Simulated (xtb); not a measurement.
Al(Cl)(NHMe)(OH) (CH5AlClNO), SMILES C[NH][Al]([OH])[Cl]. All values are semi-empirical tight-binding results from xtb (GFN2-xTB unless named), good for trends rather than for accurate numbers. Geometry: GFN2-xTB. The structure was generated by enumeration; whether it is a known compound was not checked. The values are those of a single conformer.

Optimised geometry:

Bond lengths (Å): Al1–Cl2 2.028, Al1–N3 1.786, Al1–O9 1.640, N3–C4 1.454, N3–H5 1.012, C4–H6 1.095, C4–H7 1.095, C4–H8 1.088, O9–H10 0.945. Bond angles (°): Cl2–Al1–N3 119.2, Cl2–Al1–O9 120.0, N3–Al1–O9 120.8, Al1–N3–C4 129.2, Al1–N3–H5 119.7, C4–N3–H5 111.1, N3–C4–H6 111.5, N3–C4–H7 111.4, N3–C4–H8 108.7, H6–C4–H7 108.4, H6–C4–H8 108.4, H7–C4–H8 108.4, Al1–O9–H10 174.3.
Charge 0, spin multiplicity 1.

For metal compounds this method's bond lengths and energies can be far off.

The point group as xtb finds it is Cs and the orbital gap is 3.27 eV. The zero-point energy comes out as 41.9 kcal/mol. The G − E(el) at 298.15 K (modified RRHO) comes out as 21.4 kcal/mol.

Computed atomic charges and the Wiberg bond orders between heavy atoms:
charges (e) Al1 0.36, Cl2 -0.17, N3 -0.30, C4 -0.03, H5 0.16, H6 0.03, H7 0.03, H8 0.05, O9 -0.46, H10 0.31. Bond orders Al1–Cl2 1.29, Al1–N3 1.25, N3–C4 1.01, Al1–O9 1.37.
